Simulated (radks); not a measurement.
Question: Ti+, configuration [Ar] 4s0.5 4p2.5 (fractional occupations, a model configuration). All-electron calculation, non-relativistic Kohn-Sham, TPSS, spin-unpolarised, spherical densities, point nucleus; meta-GGA in the generalised Kohn-Sham scheme. Program: a radial shooting solver on a logarithmic mesh with Libxc functionals. Some entries of the table are withheld. Estimate them.

| orbital | occ. | eigenvalue (hartree) | <r^2> (bohr^2) |
|---|---|---|---|
| 1s | 2 | -179.0499 | 0.006599 |
| 2s | 2 | -20.54788 | (1) |
| 2p | 6 | -17.27018 | 0.1043 |
| 3s | 2 | -3.12664 | (2) |
| 3p | 6 | (3) | 1.261 |
| 4s | 0.5 | -0.54349 | 8.956 |
| 4p | 2.5 | -0.36920 | 12.04 |

Answer: 
(1) 2s <r^2> (bohr^2): 0.1264
(2) 3s <r^2> (bohr^2): 1.115
(3) 3p eigenvalue (hartree): -2.23968
